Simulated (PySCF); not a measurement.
Compound: C₅H₆N₂SSi.
Numbering: `[SiH3:1][c:2]1[cH:3][n:4][c:5]([CH:6]=[S:7])[n:8][cH:9]1` (hydrogens: H10, H11, H12 on Si1; H13 on C3; H14 on C6; H15 on C9)

Level of theory: PBE0-D3(BJ)/def2-SVP geometry optimisation, gas phase in PySCF 2.14.0.

Task: Give the optimised bond lengths and angles.

Result: 
```
                     bond  length (Å)     order
                   Si1–C2       1.882    single
             C2–C3, C2–C9       1.403  aromatic
             C3–N4, N8–C9       1.325  aromatic
             N4–C5, C5–N8       1.337  aromatic
                    C5–C6       1.477    single
                    C6=S7       1.614    double
Si1–H10, Si1–H11, Si1–H12       1.493    single
           C3–H13, C9–H15       1.098    single
                   C6–H14       1.101    single
```

Bonds in one row agree within 0.01 Å and their mean is given. Orders are formal, as drawn. A selection of angles:
```
    angle  degrees
Si1–C2–C3    122.8
 C3–C2–C9    114.4
 C2–C3–N4    123.3
 C3–N4–C5    116.8
 N4–C5–C6    119.6
 N4–C5–N8    125.5
 C6–C5–N8    114.9
 C5–C6–S7    126.3
```

Dihedral angles: N4–C5–C6–S7 0° (synperiplanar). The mirror-image conformer, all signs reversed, is as good.

The 6-membered ring C2–C3–N4–C5–N8–C9 has internal angles of 114.4° to 125.5° (sum 720°, against 720° for a flat polygon); it is planar, 0.00 Å rms from its mean plane, widest ring torsion 1°. The 9 heavy atoms lie in one plane (0.012 Å rms). The 3 C–C bonds span 1.402 Å (C2–C9, aromatic) to 1.477 Å (C5–C6, drawn single), a spread of 0.075 Å. Si1 (SiH3 silicon) is tetrahedral (angles from 109.0° to 110.4°).

No PBE0-D3(BJ)/def2-SVP frequencies stand behind this structure, so it isn't proved a minimum. One conformer, not necessarily the lowest.

The run took 65 s wall on one thread of an Arm Neoverse V2, no GPU, shared host, and the process peaked at 0.88 GiB of memory. This is the geometry optimisation.
